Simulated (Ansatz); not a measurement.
Geometry optimisation, UKS B3LYP-D4/def2-SVP (Ansatz).

The input (input.yaml):

```yaml
crystal:
  periodic: [false, false, false]
  atoms:
    - { symbol: Ti, position_ang: [0.0, 0.0, 0.0] }
    - { symbol: F, position_ang: [0.0, 0.0, 2.08] }
    - { symbol: F, position_ang: [1.7257, 0.0, -0.6094] }
    - { symbol: F, position_ang: [-0.8619, 1.4933, -0.6094] }
    - { symbol: F, position_ang: [-0.8619, -1.4933, -0.6094] }
    - { symbol: O, position_ang: [0.0, 0.0, 3.61] }
    - { symbol: H, position_ang: [-0.5144, -0.8011, 3.9471] }
magnetization:
  spin_polarized: true
  initial_magnetization: 1
basis:
  gaussian: { orbitals: def2-SVP }
hamiltonian:
  xc: b3lyp
  dispersion: d4
relax:
  f_tol: 0.15
  max_steps: 25
  restrain:
    - { distance: [1, 5], at: 1.23, k: 30.0 }
    - { distance: [0, 1], at: 3.03, k: 30.0 }
```

Run as:

```bash
$ ansatz run input.yaml --threads 4 --pin off --max-ram 5120MiB --backend cpu --events-out ev --progress --plain --runs-dir out
```

Task: Where does it end, and by what steps?

Result: The run converged. The restraints hold the end off the free minimum. After 6 steps the energy has risen by 0.407 eV (the restraints' own energy left out); Ti1 moved furthest, 0.57 Å. Parted: Ti1–F2.

```json
{"step": "0", "energy less start (eV)": "0.0000", "largest force component (eV/Å)": "5.793", "accepted": "yes"}
{"step": "1", "energy less start (eV)": "0.2219", "largest force component (eV/Å)": "2.705", "accepted": "yes"}
{"step": "2", "energy less start (eV)": "0.9894", "largest force component (eV/Å)": "9.727", "accepted": "yes"}
{"step": "3", "energy less start (eV)": "0.4126", "largest force component (eV/Å)": "3.066", "accepted": "yes"}
{"step": "4", "energy less start (eV)": "0.4118", "largest force component (eV/Å)": "3.457", "accepted": "yes"}
{"step": "5", "energy less start (eV)": "0.4167", "largest force component (eV/Å)": "3.595", "accepted": "yes"}
{"step": "6", "energy less start (eV)": "0.4072", "largest force component (eV/Å)": "3.491", "accepted": "yes"}
```

```xyz
7
Properties=species:S:1:pos:R:3
Ti 0.030 0.047 -0.570
F -0.072 -0.110 2.449
F 1.784 0.030 -0.743
F -0.861 1.559 -0.735
F -0.851 -1.475 -0.422
O -0.019 -0.029 3.787
H -0.523 -0.823 4.042
```

Whether the end is a true minimum wasn't checked by a vibrational analysis.

The run took 25 s on 4 threads of Arm Neoverse V2, on a shared host, peak memory 0.38 GiB.
